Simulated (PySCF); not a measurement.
# Dipole moment and polarisability of `Oc1cccc2c1CC2`

C8H8O.
Cartesian coordinates in Å at the PBE0-D3(BJ)/def2-SVP level; atoms count from 1:
```
atom  x, y, z in Å
O1    -0.134    3.064    0.681
C2     0.104    1.745    0.535
C3     1.342    1.222    0.123
C4     1.552   -0.154   -0.017
C5     0.545   -1.092    0.245
C6    -0.670   -0.557    0.651
C7    -0.891    0.809    0.793
C8    -2.327    0.635    1.224
C9    -2.083   -0.906    1.068
H10    0.664    3.555    0.456
H11    2.164    1.913   -0.095
H12    2.538   -0.497   -0.342
H13    0.725   -2.163    0.132
H14   -3.081    1.057    0.541
H15   -2.560    0.967    2.248
H16   -2.170   -1.485    2.001
H17   -2.696   -1.396    0.294
```

Level: CAM-B3LYP/def2-SVPD (PySCF), static field, nuclei fixed, core orbitals frozen in the response. The polarisability tensor in these axes (au):

```
x   109.97   4.20 -15.37
y     4.20 108.14   1.31
z   -15.37   1.31  64.44
```

What are the eigenvalues, a third of the trace, and Δα (Δα² = ½Σ(αi − αj)² over the three pairs)?

Principal values 59.61, 106.63 and 116.31 au; mean 94.18 au = 13.96 Å³ = 15.53 × 10⁻⁴⁰ C²·m²/J; Δα = 52.53 au (56 % of the mean).

What is the dipole moment, and where does it point?

(0.74, 0.12, -0.23) D, 0.78 D in size, pointing from the negative to the positive side. Measured along this direction, the outermost atoms are H15, H14, H16 and H17 at the negative end and H12 and H11 at the positive end.

Orientational against electronic polarisability at 273 K (dilute gas, rigid molecules)?

In Gaussian units μ²/3kT = 5.45 Å³ against 13.96 Å³, a ratio of 0.39; the Debye molar polarisation (4π/3)N_A(α + μ²/3kT) is 48.9 cm³/mol, leaving out the vibrational part.

Along which axes do the principal values lie, and how far do the nuclei extend along each?

Largest value along (0.88, 0.41, -0.25), where the nuclei span 5.72 Å; middle along (-0.38, 0.91, 0.17), 5.28 Å; least along (0.30, -0.05, 0.95), 1.79 Å. The response follows the extents in order.

In TDDFT the mean static polarisability is Σ f/ω² over all singlet excitations (ω in hartree). How much of it do the 6 lowest give? Their energies (eV) and oscillator strengths: 5.24, 0.0074; 5.89, 0.0216; 5.93, 0.0002; 6.66, 0.0076; 6.69, 0.5939; 6.75, 0.5533.

They add up to 19.61 au, 20.8 % of the 94.18 au; the largest single term is 9.82 au, from the state at 6.69 eV. Terms in order: 0.20, 0.46, 0.00, 0.13, 9.82, 8.99 au. Higher excitations give the rest. The strengths listed sum to 1.184.

What would n − 1 = 2πNα be for an ideal gas of these molecules at 500 K and 1 atm, electronic part alone?

N = p/kT = 1.4678 × 10¹⁹ cm⁻³, so n − 1 = 2π × N × 13.96 × 10⁻²⁴ cm³ = 1287 × 10⁻⁶ at long wavelengths.

Estimate the molar refractivity from the static electronic polarisability.

Lorentz–Lorenz: R = (4π/3)N_A α = 2.5225 cm³/(mol·Å³) × 13.96 Å³ = 35.2 cm³/mol, in the limit of long wavelengths.

One conformer (not necessarily the lowest) at the PBE0-D3(BJ)/def2-SVP geometry, without solvent, vibrations or thermal averaging.
